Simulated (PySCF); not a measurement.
Run record: excited-state job, `CCc1nnc(C)s1`.

Method: TDDFT wB97X-D/def2-SVPD, vertical, gas phase, core orbitals frozen in the response (PySCF 2.14.0, density-fitted response routines). Geometry: GFN2-xTB. A driver script takes a list of jobs; this job's settings line and coordinates (Å) are shown.

Input:
```
{"job": {"kind": "uv", "xc": "wB97X-D", "basis": "def2-SVPD", "nstates": 8, "ntriplets": 3}, "charge": 0, "multiplicity": 1}
C     -2.552095     0.975229     0.095943
C     -2.015796    -0.420397    -0.225946
C     -0.535564    -0.415266    -0.295631
N      0.153370    -0.543383    -1.368201
N      1.466379    -0.475727    -1.190654
C      1.829176    -0.294753     0.025026
C      3.229432    -0.192449     0.486519
S      0.466305    -0.185049     1.134048
H     -3.637071     0.953891     0.150664
H     -2.162978     1.322773     1.050873
H     -2.255960     1.678977    -0.678136
H     -2.395214    -0.755758    -1.192023
H     -2.339398    -1.122695     0.545875
H      3.352227     0.664285     1.146581
H      3.507144    -1.090124     1.038681
H      3.882443    -0.090609    -0.375981
```

Question: Give the output.

Answer: 
```
coarse grid: 14144 points
cycle   1  E = -702.4472502906  dE =  1.541e+00  |g| = 4.564e-01  |ddm| = 6.145e+00
cycle   2  E = -702.4421939988  dE =  5.056e-03  |g| = 5.429e-01  |ddm| = 2.006e+00
cycle   3  E = -702.5032426197  dE = -6.105e-02  |g| = 8.550e-02  |ddm| = 1.207e+00
cycle   4  E = -702.5047234675  dE = -1.481e-03  |g| = 4.198e-02  |ddm| = 2.338e-01
cycle   5  E = -702.5052016046  dE = -4.781e-04  |g| = 8.462e-03  |ddm| = 1.268e-01
cycle   6  E = -702.5052283452  dE = -2.674e-05  |g| = 2.236e-03  |ddm| = 2.818e-02
cycle   7  E = -702.5052314686  dE = -3.123e-06  |g| = 1.008e-03  |ddm| = 1.155e-02
final grid: 132752 points
cycle   8  E = -702.5862478862  dE = -1.063e-04  |g| = 7.259e-03  |ddm| = 1.899e-01
cycle   9  E = -702.5862444484  dE =  3.438e-06  |g| = 8.584e-03  |ddm| = 2.616e-02
cycle  10  E = -702.5862615143  dE = -1.707e-05  |g| = 1.372e-03  |ddm| = 2.099e-02
cycle  11  E = -702.5862619487  dE = -4.344e-07  |g| = 4.296e-04  |ddm| = 3.052e-03
cycle  12  E = -702.5862620123  dE = -6.359e-08  |g| = 1.011e-04  |ddm| = 2.096e-03
cycle  13  E = -702.5862620166  dE = -4.272e-09  |g| = 4.734e-05  |ddm| = 4.934e-04
cycle  14  E = -702.5862620176  dE = -1.037e-09  |g| = 1.463e-05  |ddm| = 2.094e-04
cycle  15  E = -702.5862620178  dE = -1.587e-10  |g| = 7.552e-06  |ddm| = 9.747e-05
converged SCF energy = -702.5862620178

Static polarisability (au): isotropic 89.621, principal 65.583 88.226 115.054

Singlet excitations
state   eV       nm        f      main configurations
  1   4.8577    255.2   0.00000   H->L 0.97
  2   5.9877    207.1   0.17733   H-1->L 0.95
  3   6.1347    202.1   0.00326   H-3->L 0.59, H-2->L 0.17
  4   6.1627    201.2   0.00339   H-2->L 0.47, H->L+1 0.23, H-3->L 0.21
  5   6.4153    193.3   0.00309   H-1->L+1 0.82
  6   6.5469    189.4   0.00067   H-2->L+1 0.87
  7   6.6995    185.1   0.00574   H->L+3 0.36, H->L+5 0.17, H->L+4 0.17
  8   6.8988    179.7   0.05033   H->L+1 0.46, H-2->L 0.20, H-1->L+3 0.12

Triplet excitations (Tamm-Dancoff, eV): 4.2315 4.4283 5.3341
```

The SCF starts on a coarse grid where the log names one; the energy can jump when the final grid takes over, and dE then counts from the start density on the new grid. H and L stand for HOMO and LUMO; the number after each pair is its weight.

Question: How does the lowest singlet excitation compare with the HOMO–LUMO gap?

Answer: HOMO -9.23 eV and LUMO 0.76 eV give a gap of 9.99 eV; S1 at 4.86 eV lies 5.13 eV below it.

Question: Which computed singlet has the largest oscillator strength, and what do all of them sum to?

Answer: State 2 at 5.99 eV (207 nm), f = 0.177; the 8 states sum to 0.244.

Main results: HOMO -9.23 eV, LUMO 0.76 eV; lowest singlet 4.86 eV; lowest triplet 4.23 eV (Tamm–Dancoff); mean polarisability 89.6 au.

On Arm Neoverse V2, one thread (shared host), this took 56 s of wall time.

One conformer stands for the species.
Labels such as C1 count atoms from 1, the log's own numbers from 0.

The pairwise dispersion term of wB97X-D wasn't added to the energies; at a given geometry it leaves orbitals and properties as they are.
